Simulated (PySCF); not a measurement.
## Two-dimensional NMR puzzle

Compound of formula C$_{6}$H$_{10}$O$_{3}$Si. Correlations simulated from computed shifts and the bond graph:

HSQC (one-bond C–H):
```
  δH    δC
3.73  53.2
2.24  30.3
1.80  11.4
```

COSY cross peaks (H two or three bonds apart, from the bond graph; peaks can be absent where the dihedral angle is near 90°):
```
  δH    δH
5.06  1.80
```

HMBC (two and three bonds, from the bond graph):
```
  δH                  δC
5.06    53.2, 46.8, 11.4
2.24         198.7, 46.8
1.80  203.6, 198.7, 46.8
```

Carbons without hydrogens: δ 203.6, 198.7, 46.8.

No relativistic terms, a single conformation, no solvent, one averaged value for each set of equivalent atoms. Geometry from GFN2-xTB; GIAO PBE0/pcSseg-1 shieldings; PySCF.

δ = σ(ref) − σ, references computed at the same level: TMS for 1H, 13C.

Exchangeable hydrogens are left out of these lists.

**Question.** Work out the connectivity.

**Answer.** SMILES C(C[SiH2]OC)(=C=O)C(C)=O.

Numbering as in the mapped SMILES `[CH3:1][O:2][SiH2:3][CH2:4][C:5](=[C:6]=[O:7])[C:8]([CH3:9])=[O:10]`. Each H is labelled by its parent atom.

δC 203.6 is C6, a central carbon of a ketene. δC 198.7 is C8, a ketone carbonyl carbon. δC 53.2 is C1, a methyl carbon bonded to O (δH 3.73). δC 46.8 is C5, a terminal carbon of a ketene. δC 30.3 is C9, a methyl carbon α to a carbonyl (δH 2.24). δC 11.4 is C4, an allylic sp3 CH2 bonded to Si (δH 1.80). HMBC from δH 5.06 reaches the proton-free carbon C5. HMBC from δH 2.24 reaches the proton-free carbons C8, C5. HMBC from δH 1.80 reaches the proton-free carbons C6, C8, C5. COSY links 5.06–1.80.

The data come from this structure; uniqueness wasn't tested.

Shifts are as computed. Against solution values, carbons near 30 ppm lie about +3 ppm off and those near 130 ppm about +5 ppm. Of 1309 compounds with measured shifts, 239 miss one by over three times the rms of a fit or turn the order of signals round; such compounds aren't used in these exercises.
